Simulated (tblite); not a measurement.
Species: C7H15B.
SMILES with atom numbers: `[CH3:1][C@@H:2]1[BH:3][CH2:4][CH2:5][CH2:6][C@@H:7]1[CH3:8]` (hydrogens: H9, H10, H11 on C1; H12 on C2; H13 on B3; H14, H15 on C4; H16, H17 on C5; H18, H19 on C6; H20 on C7; H21, H22, H23 on C8)

Cartesian coordinates in Å at the GFN2-xTB level; atoms count from 1:
```xyz
23
C7H15B angstrom
C     -0.889    1.739   -0.643
C     -0.592    0.837    0.573
B      0.866    1.218    1.059
C      2.082    0.343    0.588
C      1.734   -1.108    0.240
C      0.433   -1.197   -0.552
C     -0.750   -0.665    0.259
C     -2.071   -0.993   -0.436
H     -1.924    1.638   -0.959
H     -0.715    2.781   -0.382
H     -0.242    1.490   -1.480
H     -1.346    1.092    1.328
H      1.043    2.207    1.663
H      2.455    0.837   -0.318
H      2.921    0.360    1.288
H      2.546   -1.567   -0.331
H      1.623   -1.679    1.166
H      0.531   -0.634   -1.482
H      0.243   -2.240   -0.819
H     -0.747   -1.187    1.224
H     -2.077   -0.625   -1.459
H     -2.220   -2.070   -0.468
H     -2.908   -0.549    0.100
```

Computed values, GFN2-xTB/tblite, gas phase, harmonic and unscaled. Errors from tens to a few hundred cm⁻¹ against measured bands are possible. Modes of hydrogen on boron can be 10 to 20 % off. One conformer, not necessarily the lowest.

Harmonic wavenumbers (cm⁻¹): 91.3, 117.0, 195.1, 232.8, 264.0, 280.1, 307.9, 325.1, 392.1, 440.0, 512.1, 555.8, 669.1, 751.0, 789.7, 838.3, 878.9, 911.0, 945.7, 956.2, 988.2, 1010.6, 1015.2, 1042.0, 1060.6, 1107.9, 1119.1, 1156.4, 1170.8, 1192.4, 1221.5, 1229.3, 1257.2, 1305.8, 1311.0, 1315.9, 1339.9, 1353.3, 1369.4, 1400.6, 1412.4, 1457.2, 1489.2, 1500.5, 1503.2, 1506.2, 1513.0, 1524.1, 2620.3, 2903.2, 2910.9, 2914.4, 2948.8, 2958.5, 2969.9, 2976.9, 2984.4, 3020.3, 3024.8, 3026.9, 3033.0, 3039.9, 3041.8.

A = 2711, B = 1899, C = 1320 MHz; mass 110.127 u (most abundant isotopes); point group C1, symmetry number 1.

Question: What is the zero-point energy?

Answer: ½Σν̃ = 45350 cm⁻¹ = 542.51 kJ/mol.

Question: Give the ideal-gas entropy at 298.15 K and 1 bar in the rigid-rotor, harmonic-oscillator model (classical rotation).

Answer: Translation 167.49, rotation 118.20, vibration 92.80: S = 378.5 J/(mol K).

Question: And Cp and H(298.15 K) − H(0)?

Answer: Cp = 155.87 J/(mol K), of which vibrations give 122.61 (their classical limit is 63 R = 523.8); H(298.15 K) − H(0) = 26.27 kJ/mol without the zero-point energy, 16.36 from vibrations.

Question: Which modes carry the vibrational entropy at 298.15 K?

Answer: 91.3 cm⁻¹: 15.20; 117.0 cm⁻¹: 13.18; 195.1 cm⁻¹: 9.12; 232.8 cm⁻¹: 7.77; 264.0 cm⁻¹: 6.84; 280.1 cm⁻¹: 6.41 J/(mol K); the other 57 give 34.29 together.

Question: What must be added to the electronic energy to get the Gibbs energy at 298.15 K and 1 bar?

Answer: ZPE + [H(298.15 K) − H(0)] − T·S = 542.51 + 26.27 − 112.85 = 455.93 kJ/mol.

Question: Blend soft modes into free rotors: weight 1/[1 + (100 cm⁻¹/ν̃)⁴] for the oscillator and the rest for a rotor with moment μB/(μ + B), μ = h/(8π²ν), B = 10⁻⁴⁴ kg m². What vibrational entropy results?

Answer: 90.58 J/(mol K) in place of 92.80, which changes −T·S at 298.15 K by +0.66 kJ/mol.

Question: How do the functions run with temperature in this model?

Answer: 
| T (K) | S (J/(mol K)) | Cp (J/(mol K)) | H − H(0) (kJ/mol) | G − H(0) (kJ/mol) | ln q(vib) |
| --- | --- | --- | --- | --- | --- |
| 50 | 230.3 | 43.6 | 1.81 | -9.70 | 0.12 |
| 100 | 267.2 | 66.2 | 4.55 | -22.18 | 0.68 |
| 373.15 | 417.6 | 194.4 | 39.41 | -116.43 | 6.27 |
| 500 | 483.1 | 254.2 | 67.97 | -173.58 | 9.32 |
| 750 | 603.9 | 341.4 | 143.20 | -309.74 | 15.62 |
| 1000 | 710.6 | 399.4 | 236.27 | -474.34 | 21.85 |

q(vib) and H(0) count from the zero-point level.

Hindered rotation and anharmonicity are outside this model. Other conformers, if any are populated, would add a mixing term that is left out. The structure is chiral; the term R ln 2 for an equal mix with its mirror image is left out.

Hardware: one thread of an Intel Xeon at 2.70 GHz, shared host with 64 logical CPUs at a one-minute load of 62. Cost: 2.1 s wall. The figure is for the frequency step alone.
